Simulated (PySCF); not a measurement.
ClGe, SMILES [Cl][Ge] (connectivity only; charge and spin as stated), charge +1, multiplicity 1. Geometry optimised at B3LYP-D3(BJ)/def2-TZVP. The spin state was assumed, not searched.

TDDFT-LC-ωPBE/def2-TZVPD (PySCF 2.14.0) puts the lowest singlet excitations at 5.28, 5.28, 5.56, 5.70, 5.70, 6.87 eV.

What are the lowest excitation roots from PySCF 2.14.0 with ADC(2)/aug-cc-pVDZ? (Estimate from the structure and the level; the computed values follow.)

5.35, 5.35, 5.36, 5.36, 5.39, 5.96 eV. S1 differs by 0.07 eV (second minus first; roots are paired by order, and the bases may differ).
